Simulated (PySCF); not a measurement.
C₂H₉BN₂O, SMILES CCNB(N)O. Geometry: PBE0-D3(BJ)/def2-SVP. This is a generated structure with no PubChem entry under its InChIKey; it may be hypothetical. One conformer was computed; it need not be the lowest.

Computed equilibrium geometry at PBE0-D3(BJ)/def2-SVP (PySCF confirms it by a frequency run) as Cartesian coordinates in Å (one conformer of several):
```xyz
15

C     -2.1606    -0.8485    -0.3961
C     -1.3066     0.3352    -0.8354
N     -0.3414     0.7654     0.1439
B      0.9477     0.1779     0.3396
N      1.4281    -0.8647    -0.4925
O      1.7911     0.6093     1.3457
H     -1.5250    -1.7148    -0.1557
H     -2.7381    -0.6014     0.5089
H     -2.8734    -1.1477    -1.1813
H     -0.7695     0.0788    -1.7651
H     -1.9613     1.1814    -1.1084
H     -0.7232     1.3584     0.8694
H      2.3684    -1.2154    -0.3879
H      0.8940    -1.3098    -1.2213
H      1.4562     1.3806     1.8071
```
